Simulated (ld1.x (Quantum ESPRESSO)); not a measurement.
# Pseudopotential generation for magnesium (Mg): ultrasoft, PBE, non-relativistic.

```json
{
  "Element": "Mg",
  "Generator": "ld1.x (Quantum ESPRESSO) 7.5",
  "Type": "ultrasoft",
  "Functional": "PBE",
  "Relativity": "non-relativistic",
  "Frozen core": "[He]",
  "Valence charge": "10",
  "Reference configuration": "2s2 2p6 3s1.5 3p0 (charge +0.5)",
  "Partial waves": "2s (bound): rcut 0.95, rcutus 1.20 bohr; 3s (bound): rcut 0.95, rcutus 1.20 bohr; 2p (bound): rcut 1.00, rcutus 1.10 bohr; 3p (bound, empty): rcut 1.00, rcutus 1.10 bohr",
  "Local potential": "all-electron potential smoothed inside 0.95 bohr (lloc = -1)",
  "Core correction": "none",
  "Augmentation charge": "built from norm-conserving waves at rcut, not smoothed further"
}
```

Does the generator finish with these settings?

Yes, a potential is produced.

Is the overlap operator S = 1 + Σ q|β⟩⟨β| positive definite (Bessel basis up to 400 Ry)?

Yes: its lowest eigenvalue is 0.07 (s channel).

Its largest configuration-test error is +465 meV (2s2 2p6 3s1 3p0). Test run stopped at test 3 of 7 (negative rho).

A Bessel basis up to 400 Ry misses an occupied level by 1.69 Ry, so cutoffs and ghosts were not judged. The potential misses its own reference levels by up to 0.8 eV.
